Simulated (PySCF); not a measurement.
PySCF 2.14 output of a UHF calculation on a single atom or ion in x2c-SVPall (5s4p3d, 32 functions), with the spin-free X2C one-electron Hamiltonian (Gaussian nucleus):

```
SCF conv_tol = 1e-09
number electrons alpha = 17  beta = 15
cycle= 1 E= -2096.68530574666  delta_E= -0.00263  |g|= 0.0172  |ddm|= 0.0607
cycle= 2 E= -2096.68563904177  delta_E= -0.000333  |g|= 0.00622  |ddm|= 0.0217
cycle= 3 E= -2096.68568970108  delta_E= -5.07e-05  |g|= 0.000351  |ddm|= 0.0125
cycle= 4 E= -2096.68568981087  delta_E= -1.1e-07  |g|= 0.000167  |ddm|= 0.000884
cycle= 5 E= -2096.68568983268  delta_E= -2.18e-08  |g|= 3.56e-05  |ddm|= 0.000518
cycle= 6 E= -2096.68568983495  delta_E= -2.27e-09  |g|= 3.98e-06  |ddm|= 0.00025
cycle= 7 E= -2096.68568983497  delta_E= -1.96e-11  |g|= 3.16e-07  |ddm|= 2.3e-05
converged SCF energy = -2096.68568983497  <S^2> = 2.0087399  2S+1 = 3.0058209
```

The run itself started from symmetry-adapted Hartree-Fock orbitals and held the occupation by maximum overlap, so the iterations belong to that start.

Problem. Which element, charge and spin multiplicity is this?

Solution. Ge (germanium, neutral), multiplicity 3; the state was [Ar] 3d10 4s2 4p2, high-spin 3P determinant.
